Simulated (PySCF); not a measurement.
C₂H₅NOSi, SMILES N#CC[SiH2]O.

The structure is a stationary point at B3LYP-D3(BJ)/def2-SVP. The structure was generated by enumeration, and PubChem lists no compound with its InChIKey, so it may never have been made. Other conformers were not sampled.

Two levels are set side by side: TDA-PBE/def2-SVPD (PySCF) and TDA-PBE0/def2-SVPD (PySCF). Vertical, same geometry. The lowest singlet is HOMO→LUMO 96 % with PBE and HOMO−1→LUMO 97 % with the other functional; states are paired by order. Differences are taken from unrounded values.

| quantity | TDA-PBE |
|---|---|
| lowest singlet excitation (eV) | 6.47 |
| lowest triplet excitation (TDA) (eV) | 6.09 |

Problem. These are the TDA-PBE values. What does TDA-PBE0 give? (Estimate from the structure and the level; the computed values follow.)

Solution. 
| quantity | TDA-PBE0 | TDA-PBE minus TDA-PBE0 |
|---|---|---|
| lowest singlet excitation (eV) | 7.27 | -0.80 |
| lowest triplet excitation (TDA) (eV) | 6.13 | -0.04 |

Functionals without exact exchange tend to place singlet excitations lower, as here. Differences between two approximate levels are no errors against the true value.

Rough cost on one machine, each run with all the roots and properties that it gave: TDA-PBE0 against TDA-PBE about 2 times.
